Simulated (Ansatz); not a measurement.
Mulliken charges of CH₄FNSi, SMILES `C=N[SiH2]F` from r2SCAN/def2-TZVPP in Ansatz (PBE0-D4/def2-TZVP geometry).

| atom | x (Å) | y (Å) | z (Å) | charge (e) |
| --- | --- | --- | --- | --- |
| C1 | -0.615 | 1.388 | -0.112 | 0.038 |
| N2 | 0.102 | 0.589 | 0.541 | -0.341 |
| Si3 | 0.540 | -1.031 | 0.183 | 0.667 |
| F4 | -0.078 | -1.568 | -1.196 | -0.336 |
| H5 | -1.095 | 1.142 | -1.070 | 0.074 |
| H6 | -0.796 | 2.401 | 0.264 | 0.070 |
| H7 | 2.012 | -1.088 | 0.066 | -0.086 |
| H8 | 0.022 | -1.891 | 1.269 | -0.086 |

Problem. By hand: the dipole of these point charges (1 e Å = 4.8032 D).

Solution. Σ q r = (0.017, 0.200, 0.160) e Å, of length 0.257 e Å = 1.23 D.

Problem. How does the dipole of the full density compare? (An estimate is asked.)

Solution. Ansatz gave: (-0.106, 0.216, -0.032) e Å, 1.17 D; the point charges give 1.05 times that, at 54° from its direction.

Point charges leave out the atoms' own dipoles, such as those of lone pairs, and Mulliken's split depends on the basis, so the two needn't agree.
